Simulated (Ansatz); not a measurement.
The lowest singlet and triplet of CH3N (SMILES C[N]); geometries from B3LYP-D3(BJ)/def2-TZVP, each state relaxed from the structure named, with no frequency check, low spin by broken symmetry.
Singlet (charge 0, multiplicity 1):
| atom | x (Å) | y (Å) | z (Å) |
|---|---|---|---|
| C | -0.5333 | 0.0606 | 0.0404 |
| N | 0.8540 | -0.0971 | -0.0647 |
| H | -0.8723 | -0.0929 | 1.0779 |
| H | -0.8418 | 1.0726 | -0.2689 |
| H | -1.0643 | -0.6638 | -0.5985 |

A positive gap puts the triplet lower; no zero-point energy. R- takes a restricted singlet, here one determinant of a half-filled degenerate or near-degenerate pair, which mixes singlet states. The triplet is unrestricted in single-reference levels. Active spaces average the two states.

Cores are frozen in the correlated methods.

The values were computed with Ansatz (a program for electronic structure). 

R-PBE/def2-TZVPP gives 44.58 kcal/mol for the gap E(singlet) − E(triplet), vertical, at the singlet's geometry.

Predict the shift from PBE, with its sign, for: R-r2SCAN/def2-TZVPP, R-PBE0/def2-TZVPP, R-wB97M-V/def2-TZVPP, R-B2PLYP/def2-TZVPP, R-MP2/cc-pVQZ, R-CCSD(T)/cc-pVQZ, SC-NEVPT2 on SA-CASSCF(2,2)/cc-pVQZ, FIC-MRCISD+Q on SA-CASSCF(2,2)/cc-pVTZ.

R-r2SCAN/def2-TZVPP 7.22; R-PBE0/def2-TZVPP 4.03; R-wB97M-V/def2-TZVPP -3.55; R-B2PLYP/def2-TZVPP 0.63; R-MP2/cc-pVQZ 1.88; R-CCSD(T)/cc-pVQZ -4.03; SC-NEVPT2 on SA-CASSCF(2,2)/cc-pVQZ -10.27; FIC-MRCISD+Q on SA-CASSCF(2,2)/cc-pVTZ -10.18 kcal/mol. 4 of 8 lie above PBE; the widest gap is to SC-NEVPT2 on SA-CASSCF(2,2)/cc-pVQZ.

Doubts at one or more of the structures used: a restricted determinant that unrestricted orbitals would lower (R-PBE/def2-TZVPP, R-r2SCAN/def2-TZVPP, R-PBE0/def2-TZVPP, R-wB97M-V/def2-TZVPP, R-B2PLYP/def2-TZVPP, R-MP2/cc-pVQZ, R-CCSD(T)/cc-pVQZ).
